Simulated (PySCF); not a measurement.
Si(H)2(OMe)2 (C2H8O2Si), SMILES CO[SiH2]OC.

The structure is a stationary point at ωB97X-D3(BJ)/def2-SVP. The values are those of a single conformer.

Level of theory: TDDFT-PBE0/def2-SVPD run with PySCF 2.14.0.

Vertical excitations. 

```csv
state,energy (eV),λ (nm),f,main pairs
S1,7.28,170,0.002,HOMO→LUMO 86 %
S2,7.47,166,0.011,HOMO→LUMO+1 80 %
S3,7.74,160,0.026,"HOMO−1→LUMO 48 %, HOMO−1→LUMO+1 35 %"
S4,7.80,159,0.006,"HOMO−1→LUMO+1 54 %, HOMO−1→LUMO 34 %"
S5,8.02,155,0.054,HOMO→LUMO+2 84 %
S6,8.19,151,0.010,"HOMO−3→LUMO 47 %, HOMO−2→LUMO 35 %, HOMO−2→LUMO+1 12 %"
S7,8.21,151,0.002,"HOMO−2→LUMO+1 39 %, HOMO−3→LUMO 38 %, HOMO−2→LUMO 8 %"
S8,8.34,149,0.034,"HOMO−1→LUMO+2 32 %, HOMO−2→LUMO 30 %, HOMO→LUMO+3 11 %, HOMO−2→LUMO+1 9 %"
S9,8.37,148,0.009,"HOMO−1→LUMO+2 29 %, HOMO−2→LUMO+1 24 %, HOMO−2→LUMO 17 %, HOMO−3→LUMO+1 11 %"
S10,8.50,146,0.023,"HOMO−3→LUMO+1 71 %, HOMO−2→LUMO+1 11 %"
T1,6.97,178,0,"HOMO→LUMO 74 %, HOMO→LUMO+1 12 %"
T2,7.17,173,0,"HOMO→LUMO+1 63 %, HOMO→LUMO+2 10 %"
T3,7.43,167,0,"HOMO−1→LUMO 55 %, HOMO−1→LUMO+1 22 %"
T4,7.60,163,0,"HOMO−1→LUMO+1 58 %, HOMO−1→LUMO 19 %, HOMO−1→LUMO+2 11 %"
```
Triplets are in the Tamm–Dancoff approximation, which puts them higher than full response would, so one can lie above its singlet here.
